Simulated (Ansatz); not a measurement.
Ansatz (an electronic-structure program) input (B3LYP-D3(BJ)/def2-TZVP):

Ansatz 0.2 input:
```yaml
crystal:
  periodic: [false, false, false]
  atoms:
    - {symbol: Si, position_ang: [0.69764537, 0.07644831, 0.10119313]}
    - {symbol: C, position_ang: [-1.13725938, 0.02511752, -0.01526271]}
    - {symbol: F, position_ang: [1.26261011, -1.08379010, -0.86478091]}
    - {symbol: H, position_ang: [1.28659182, 1.30428850, -0.42506343]}
    - {symbol: H, position_ang: [1.21190864, -0.26725112, 1.42350852]}
    - {symbol: H, position_ang: [-1.77170759, 0.68812556, 0.54313576]}
    - {symbol: H, position_ang: [-1.65591069, -0.67191064, -0.65013979]}
basis:
  gaussian:
    orbitals: def2-TZVP
hamiltonian:
  xc: b3lyp
  dispersion: d3bj
magnetization: {spin_polarized: true, initial_magnetization: 1}
relax: {f_tol: 0.002, max_steps: 150}
```

Output:

```
Functional definition: B3LYP
integrals: 0.04 GiB planned
773 factors; their error is unknown
mean field: 0.50 GiB planned
mean field evaluation 1: about -11694.3065 eV, gradient 3.6e1 eV
mean field evaluation 2: about -11690.6861 eV, gradient 4.8e1 eV
mean field evaluation 4: about -11699.3286 eV, gradient 2.7e0 eV
mean field evaluation 8: about -11699.3878 eV, gradient 4.0e-2 eV
mean field evaluation 16: about -11699.3878 eV, gradient 1.1e-5 eV
mean field -11699.38779129 eV, -429.9445711999 hartree, gradient 1.1e-5 eV, S^2 0.753485; 0 other end points of the search recorded, 0 dependent functions left out
the calculation of the forces begins
reference -11699.38801443 eV, -429.9445794004 hartree; 17, 16 occupied and 106, 107 virtual orbitals, 773 factors
relax step   1: F+E_penalty+E_count = -11699.57162538 eV  Δ(F+E_penalty+E_count) = +0.000e0 eV  max|allowed force component| = 7.140e-1 eV/Å  Δτ_max = 0.0000 Å  (28 SCF iters, accepted)
these checks for a lower state are left out or cut short: starts, cluster_reference, orbital_swaps, neighbouring_geometries, increment
integrals: 0.04 GiB planned
773 factors; their error is unknown
mean field: 0.50 GiB planned
mean field -11699.42589989 eV, -429.9459716653 hartree, gradient 6.6e-6 eV, S^2 0.753545; 0 other end points of the search recorded, 0 dependent functions left out
the calculation of the forces begins
reference -11699.42612329 eV, -429.9459798749 hartree; 17, 16 occupied and 106, 107 virtual orbitals, 773 factors
relax step   2: F+E_penalty+E_count = -11699.60959672 eV  Δ(F+E_penalty+E_count) = -3.797e-2 eV  max|allowed force component| = 2.055e-1 eV/Å  Δτ_max = 0.0402 Å  (31 SCF iters, accepted)
these checks for a lower state are left out or cut short: starts, cluster_reference, orbital_swaps, neighbouring_geometries, increment
integrals: 0.04 GiB planned
773 factors; their error is unknown
mean field: 0.50 GiB planned
mean field -11699.42786050 eV, -429.9460437165 hartree, gradient 6.9e-6 eV, S^2 0.753559; 0 other end points of the search recorded, 0 dependent functions left out
the calculation of the forces begins
reference -11699.42808409 eV, -429.9460519332 hartree; 17, 16 occupied and 106, 107 virtual orbitals, 773 factors
relax step   3: F+E_penalty+E_count = -11699.61162927 eV  Δ(F+E_penalty+E_count) = -2.033e-3 eV  max|allowed force component| = 7.482e-2 eV/Å  Δτ_max = 0.0110 Å  (33 SCF iters, accepted)
these checks for a lower state are left out or cut short: starts, cluster_reference, orbital_swaps, neighbouring_geometries, increment
integrals: 0.04 GiB planned
773 factors; their error is unknown
mean field: 0.50 GiB planned
mean field evaluation 32: about -11699.4002 eV, gradient 1.9e-3 eV
mean field -11699.42775246 eV, -429.9460397458 hartree, gradient 6.8e-6 eV, S^2 0.753551; 0 other end points of the search recorded, 0 dependent functions left out
the calculation of the forces begins
reference -11699.42797630 eV, -429.9460479719 hartree; 17, 16 occupied and 106, 107 virtual orbitals, 773 factors
relax step   4: F+E_penalty+E_count = -11699.61150394 eV  Δ(F+E_penalty+E_count) = +1.253e-4 eV  max|allowed force component| = 8.572e-2 eV/Å  Δτ_max = 0.0188 Å  (32 SCF iters, rejected (line search))
these checks for a lower state are left out or cut short: starts, cluster_reference, orbital_swaps, neighbouring_geometries, increment
integrals: 0.04 GiB planned
773 factors; their error is unknown
mean field: 0.50 GiB planned
mean field -11699.42810748 eV, -429.9460527926 hartree, gradient 6.8e-6 eV, S^2 0.753557; 0 other end points of the search recorded, 0 dependent functions left out
the calculation of the forces begins
reference -11699.42833107 eV, -429.9460610093 hartree; 17, 16 occupied and 106, 107 virtual orbitals, 773 factors
relax step   5: F+E_penalty+E_count = -11699.61196943 eV  Δ(F+E_penalty+E_count) = -3.402e-4 eV  max|allowed force component| = 4.219e-2 eV/Å  Δτ_max = 0.0094 Å  (33 SCF iters, accepted)
these checks for a lower state are left out or cut short: starts, cluster_reference, orbital_swaps, neighbouring_geometries, increment
integrals: 0.04 GiB planned
773 factors; their error is unknown
mean field: 0.50 GiB planned
mean field -11699.42828211 eV, -429.9460592102 hartree, gradient 1.1e-5 eV, S^2 0.753560; 0 other end points of the search recorded, 0 dependent functions left out
the calculation of the forces begins
reference -11699.42850580 eV, -429.9460674307 hartree; 17, 16 occupied and 106, 107 virtual orbitals, 773 factors
relax step   6: F+E_penalty+E_count = -11699.61208018 eV  Δ(F+E_penalty+E_count) = -1.108e-4 eV  max|allowed force component| = 1.489e-3 eV/Å  Δτ_max = 0.0027 Å  (25 SCF iters, accepted)
integrals: 0.04 GiB planned
773 factors; their error is unknown
mean field: 0.50 GiB planned
mean field evaluation 64: about -11699.4283 eV, gradient 1.7e-3 eV
mean field -11699.42828211 eV, -429.9460592102 hartree, gradient 1.1e-5 eV, S^2 0.753560; 1 other end points of the search recorded, 0 dependent functions left out
the calculation of the forces begins
reference -11699.42850580 eV, -429.9460674307 hartree; 17, 16 occupied and 106, 107 virtual orbitals, 773 factors
Total energy: -11699.61230387 eV, -429.9528218851 hartree
Atom 0 at     0.702481     0.037526     0.068198 Å, force     0.000777     0.001489     0.001381 eV/Å
Atom 1 at    -1.125185     0.019177    -0.019688 Å, force    -0.001441     0.000047    -0.000001 eV/Å
Atom 2 at     1.283805    -1.115527    -0.889196 Å, force     0.001079    -0.001481    -0.001155 eV/Å
Atom 3 at     1.261234     1.328932    -0.395926 Å, force    -0.001175    -0.001098     0.000311 eV/Å
Atom 4 at     1.186832    -0.231723     1.442205 Å, force    -0.001230     0.000464    -0.001143 eV/Å
Atom 5 at    -1.739536     0.700985     0.558594 Å, force     0.000775     0.000516     0.000843 eV/Å
Atom 6 at    -1.675751    -0.668342    -0.651596 Å, force     0.001215     0.000064    -0.000237 eV/Å
Dipole moment:    -0.253867     0.188989     0.150201 e Å
```

It need not be the lowest isomer of its formula.
